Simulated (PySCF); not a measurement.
# Working out the excitation energy of C+

C+ [He] 2s2 2p1 (2P) → C+ [He] 2s1 2p2 (4P). Computed with PySCF 2.14 in x2c-QZVPPall (7s4p3d2f1g, 57 functions), with scalar relativity by spin-free X2C-1e. Frozen: nothing. Energies in hartree (1 hartree = 27.21139 eV):

| part | C+ (lower) | C+ (upper) |
| --- | --- | --- |
| UHF | -37.311874 | -37.177671 |
| CCSD correlation | -0.097191 | -0.038425 |
| (T) | -0.001556 | -0.000114 |

What does Hartree-Fock give?

(-37.177671) − (-37.311874) = 0.134203 hartree = 3.652 eV.

What do CCSD and CCSD(T) give?

The CCSD correlation energies differ by 0.058766 hartree = 1.599 eV and the triples by 0.001442 hartree = 0.039 eV, so CCSD gives 5.251 eV and CCSD(T) 5.290 eV.

Measured between the centres of the two terms (NIST): 5.331 eV, so CCSD(T) (valence and next inner shell) is off by -0.041 eV.

What remains against the reference includes basis incompleteness and higher excitations.
